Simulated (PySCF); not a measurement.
## Working out the excitation energy of As

As [Ar] 3d10 4s2 4p3 (4S) → As [Ar] 3d10 4s2 4p2 5s1 (4P). All numbers are calculated (PySCF 2.14, a scalar-relativistic core potential, in aug-cc-pVDZ-PP with ECP10MDF (5s4p3d, 32 functions)). Frozen: 3s2 3p6 3d10. Energies in hartree (1 hartree = 27.21139 eV):

```csv
part,As (lower),As (upper)
UHF,-331.198045,-330.961432
MP2 opposite-spin,-0.040902,-0.039887
MP2 same-spin,-0.015976,-0.013002
```

What does Hartree-Fock give?

(-330.961432) − (-331.198045) = 0.236613 hartree = 6.439 eV.

What do MP2 and SCS-MP2 (6/5 opposite-spin, 1/3 same-spin) give?

The opposite-spin parts differ by 0.028 eV and the same-spin parts by 0.081 eV. MP2: 6.439 + (0.028) + (0.081) = 6.548 eV. SCS-MP2: 6.439 + 1.2 × (0.028) + (0.081)/3 = 6.500 eV.

Measured between the centres of the two terms (NIST): 6.460 eV, so MP2 (valence) is off by 0.088 eV.

A double-zeta basis recovers only part of the correlation energy.

What remains against the reference includes basis incompleteness, the frozen core and correlation beyond second order.
